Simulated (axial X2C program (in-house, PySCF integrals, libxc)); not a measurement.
# Low determinants of ScN⁺ at the PBE0 level, scalar-relativistic

Computed with an in-house all-electron X2C program for linear molecules (integrals from PySCF). Spin-free means the one-electron spin-free X2C Hamiltonian. Basis: Sc dyall-cv3z [10s11p7d5f2g], N dyall-av3z [7s7p3d2f] (cores contracted in-house); Gaussian nuclei, density fitting, unrestricted open shells. Masses: Sc 44.956 u, N 14.003 u.

Search at 1.650 Å (vertical energies from the lowest determinant):

```json
{"ΔE (eV)": "0.00", "state": "M_S = 1/2, Λ = 0", "electrons beyond evenly filled partner blocks": "σα", "electrons in σ, π, δ, φ": "15 12 0 0"}
{"ΔE (eV)": "0.66", "state": "M_S = 1/2, Λ = 1", "electrons beyond evenly filled partner blocks": "π+α, π+β, π-α", "electrons in σ, π, δ, φ": "16 11 0 0"}
{"ΔE (eV)": "3.04", "state": "M_S = 3/2, Λ = 1", "electrons beyond evenly filled partner blocks": "2 × σα, π+α, π+β, π-α", "electrons in σ, π, δ, φ": "16 11 0 0"}
{"ΔE (eV)": "3.10", "state": "M_S = 3/2, Λ = 3", "electrons beyond evenly filled partner blocks": "σα, π+α, π+β, π-α, δ+α", "electrons in σ, π, δ, φ": "15 11 1 0"}
{"ΔE (eV)": "3.10", "state": "M_S = 3/2, Λ = 1", "electrons beyond evenly filled partner blocks": "σα, π+α, π-α, π-β, δ+α", "electrons in σ, π, δ, φ": "15 11 1 0"}
{"ΔE (eV)": "3.26", "state": "M_S = 1/2, Λ = 1", "electrons beyond evenly filled partner blocks": "σα, π+α, π-α, π-β, δ+β", "electrons in σ, π, δ, φ": "15 11 1 0"}
{"ΔE (eV)": "3.58", "state": "M_S = 1/2, Λ = 1", "electrons beyond evenly filled partner blocks": "2 × σα, π+α, π+β, π-β", "electrons in σ, π, δ, φ": "16 11 0 0"}
```

Lowest determinant, M_S = 1/2, Λ = 0 (beyond evenly filled blocks: σα): Re = 1.649 Å, ωe = 1004.3 cm⁻¹.

The determinant in row 2 of the search, M_S = 1/2, Λ = 1 (beyond evenly filled blocks: π+α, π+β, π-α), was followed along the bond at PBE0; measured from the minimum of the lowest determinant it gives:

Te = 0.546 eV (4405 cm⁻¹), Re = 1.730 Å, ωe = 911.3 cm⁻¹.

Task: Compare the bond of the determinant in row 2 with that of the lowest one.

Result: At PBE0 its Re is 0.081 Å longer and its force constant, which goes as ωe², is 0.82 times that of the lowest determinant. T0 ≈ Te + Δωe/2 = 4405 + (-46) = 4359 cm⁻¹.

The search compares states at one distance, so a state with another bond length can lie lower; it is not exhaustive and yields mostly the lowest determinant of each block pattern, so other components and higher states of one pattern are missing. These are energies of single determinants, not of spin-adapted states; PBE0 term energies can be off by some tenths of an eV, and the functional has no current term. Row 1 is spin-contaminated (⟨S²⟩ = 0.76 against 0.75), so its values are not those of a pure state.
